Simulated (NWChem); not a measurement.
System: C4H4F2; SMILES C1CC(=C1F)F

Parts of the log:

```
             Northwest Computational Chemistry Package (NWChem) 7.3.0
             --------------------------------------------------------

 C2V symmetry detected

                             Geometry "geometry" -> ""
                             -------------------------

 Output coordinates in angstroms (scale by  1.889725989 to convert to a.u.)

  No.       Tag          Charge          X              Y              Z
 ---- ---------------- ---------- -------------- -------------- --------------
    1 F                    9.0000     1.60500100     0.00000000     1.12099739
    2 C                    6.0000     0.66805300     0.00000000     0.19650239
    3 C                    6.0000    -0.66805300     0.00000000     0.19650239
    4 F                    9.0000    -1.60500100     0.00000000     1.12099739
    5 C                    6.0000    -0.78196300     0.00000000    -1.29695461
    6 C                    6.0000     0.78196300     0.00000000    -1.29695461
    7 H                    1.0000    -1.23572700     0.89921700    -1.74313161
    8 H                    1.0000    -1.23572700    -0.89921700    -1.74313161
    9 H                    1.0000     1.23572700    -0.89921700    -1.74313161
   10 H                    1.0000     1.23572700     0.89921700    -1.74313161

 Effective nuclear repulsion energy (a.u.)     229.0524772995

      Symmetry information
      --------------------

 Group name             C2v
 Group number             16
 Group order               4
 No. of unique centers     4

                                Z-matrix (autoz)
                                --------

 Units are Angstrom for bonds and degrees for angles

      Type          Name      I     J     K     L     M      Value
      ----------- --------  ----- ----- ----- ----- ----- ----------
    1 Stretch                  1     2                       1.31627
    2 Stretch                  2     3                       1.33611
    3 Stretch                  2     6                       1.49779
    4 Stretch                  3     4                       1.31627
    5 Stretch                  3     5                       1.49779
    6 Stretch                  5     6                       1.56393
    7 Stretch                  5     7                       1.10162
    8 Stretch                  5     8                       1.10162
    9 Stretch                  6     9                       1.10162
   10 Stretch                  6    10                       1.10162
   11 Bend                     1     2     3               135.38330
   12 Bend                     1     2     6               130.25504
   13 Bend                     2     3     4               135.38330
   14 Bend                     2     3     5                94.36166
   15 Bend                     2     6     5                85.63834
   16 Bend                     2     6     9               115.79625
   17 Bend                     2     6    10               115.79625
   18 Bend                     3     2     6                94.36166
   19 Bend                     3     5     6                85.63834
   20 Bend                     3     5     7               115.79625
   21 Bend                     3     5     8               115.79625
   22 Bend                     4     3     5               130.25504
   23 Bend                     5     6     9               114.32463
   24 Bend                     5     6    10               114.32463
   25 Bend                     6     5     7               114.32463
   26 Bend                     6     5     8               114.32463
   27 Bend                     7     5     8               109.42582
   28 Bend                     9     6    10               109.42582
   29 Torsion                  1     2     3     4           0.00000
   30 Torsion                  1     2     3     5         180.00000
   31 Torsion                  1     2     6     5         180.00000
   32 Torsion                  1     2     6     9          65.04160
   33 Torsion                  1     2     6    10         -65.04160
   34 Torsion                  2     3     5     6           0.00000
   35 Torsion                  2     3     5     7        -114.95840
   36 Torsion                  2     3     5     8         114.95840
   37 Torsion                  2     6     5     3           0.00000
   38 Torsion                  2     6     5     7         116.38987
   39 Torsion                  2     6     5     8        -116.38987
   40 Torsion                  3     2     6     5           0.00000
   41 Torsion                  3     2     6     9        -114.95840
   42 Torsion                  3     2     6    10         114.95840
   43 Torsion                  3     5     6     9         116.38987
   44 Torsion                  3     5     6    10        -116.38987
   45 Torsion                  4     3     2     6         180.00000
   46 Torsion                  4     3     5     6         180.00000
   47 Torsion                  4     3     5     7          65.04160
   48 Torsion                  4     3     5     8         -65.04160
   49 Torsion                  5     3     2     6           0.00000
   50 Torsion                  7     5     6     9        -127.22027
   51 Torsion                  7     5     6    10           0.00000
   52 Torsion                  8     5     6     9           0.00000
   53 Torsion                  8     5     6    10         127.22027

  xc_inp: hfexch multiplicative factor not found.

                           NWChem Geometry Optimization
                           ----------------------------

[...]

      ----------------------
      Optimization converged
      ----------------------

  Step       Energy      Delta E   Gmax     Grms     Xrms     Xmax
  ---- ---------------- -------- -------- -------- -------- --------
@    5    -350.67351480 -2.8D-07  0.00002  0.00001  0.00037  0.00092
                                     ok       ok       ok       ok

                                Z-matrix (autoz)
                                --------

 Units are Angstrom for bonds and degrees for angles

[...]

 Rotational Constants
 --------------------
 A=   0.156227 cm-1  (  0.224770 K)
 B=   0.128744 cm-1  (  0.185230 K)
 C=   0.072520 cm-1  (  0.104338 K)

 Temperature                      =   298.15K
 frequency scaling parameter      =   1.0000

 Zero-Point correction to Energy  =   48.757 kcal/mol  (  0.077700 au)
 Thermal correction to Energy     =   51.828 kcal/mol  (  0.082594 au)
 Thermal correction to Enthalpy   =   52.421 kcal/mol  (  0.083537 au)

 Total Entropy                    =   71.031 cal/mol-K
   - Translational                =   39.387 cal/mol-K (mol. weight =  90.0281)
   - Rotational                   =   25.117 cal/mol-K (symmetry #  =        2)
   - Vibrational                  =    6.527 cal/mol-K

 Cv (constant volume heat capacity) =   17.069 cal/mol-K
   - Translational                  =    2.979 cal/mol-K
   - Rotational                     =    2.979 cal/mol-K
   - Vibrational                    =   11.110 cal/mol-K

[normal modes left out]

 ----------------------------------------------------------------------------
 Normal Eigenvalue ||           Projected Infra Red Intensities
  Mode   [cm**-1]  || [atomic units] [(debye/angs)**2] [(KM/mol)] [arbitrary]
 ------ ---------- || -------------- ----------------- ---------- -----------
    1       -0.000 ||    0.002198           0.051         2.143       1.360
    2       -0.000 ||    0.000433           0.010         0.423       0.268
    3       -0.000 ||    0.001190           0.027         1.160       0.736
    4       -0.000 ||    0.000793           0.018         0.773       0.491
    5       -0.000 ||    0.000032           0.001         0.031       0.020
    6        0.000 ||    0.000370           0.009         0.361       0.229
    7      242.247 ||    0.000000           0.000         0.000       0.000
    8      286.796 ||    0.006175           0.142         6.020       3.820
    9      370.555 ||    0.000101           0.002         0.098       0.062
   10      464.332 ||    0.001009           0.023         0.984       0.624
   11      636.869 ||    0.000000           0.000         0.000       0.000
   12      749.212 ||    0.023209           0.535        22.625      14.357
   13      754.670 ||    0.011490           0.265        11.201       7.108
   14      913.472 ||    0.003709           0.086         3.616       2.295
   15      915.977 ||    0.003873           0.089         3.776       2.396
   16     1142.278 ||    0.039058           0.901        38.076      24.162
   17     1152.627 ||    0.000000           0.000         0.000       0.000
   18     1233.139 ||    0.000750           0.017         0.731       0.464
   19     1283.191 ||    0.000000           0.000         0.000       0.000
   20     1283.621 ||    0.061251           1.413        59.711      37.891
   21     1365.785 ||    0.018070           0.417        17.616      11.178
   22     1377.920 ||    0.000829           0.019         0.808       0.513
   23     1481.311 ||    0.209953           4.844       204.673     129.880
   24     1627.090 ||    0.000239           0.006         0.233       0.148
   25     1647.757 ||    0.000773           0.018         0.753       0.478
   26     2002.965 ||    0.046172           1.065        45.011      28.563
   27     3264.400 ||    0.020944           0.483        20.417      12.956
   28     3274.111 ||    0.013290           0.307        12.956       8.222
   29     3319.213 ||    0.000000           0.000         0.000       0.000
   30     3333.115 ||    0.019044           0.439        18.565      11.781
 ----------------------------------------------------------------------------
```

Level: Hartree-Fock/3-21G. 

Task: Reconstruct the input file.

Result: This is not unique; one that fits is the input that was run:
```
start job
memory heap 200 mb stack 900 mb global 1100 mb
geometry units angstroms
  F      1.605001     0.000000     1.123981
  C      0.668053     0.000000     0.199486
  C     -0.668053     0.000000     0.199486
  F     -1.605001     0.000000     1.123981
  C     -0.781963     0.000000    -1.293971
  C      0.781963     0.000000    -1.293971
  H     -1.235727     0.899217    -1.740148
  H     -1.235727    -0.899217    -1.740148
  H      1.235727    -0.899217    -1.740148
  H      1.235727     0.899217    -1.740148
end
basis spherical
  * library 3-21g
end
dft
  xc hfexch
  iterations 150
end
driver
  maxiter 120
end
task dft optimize
task dft freq
```
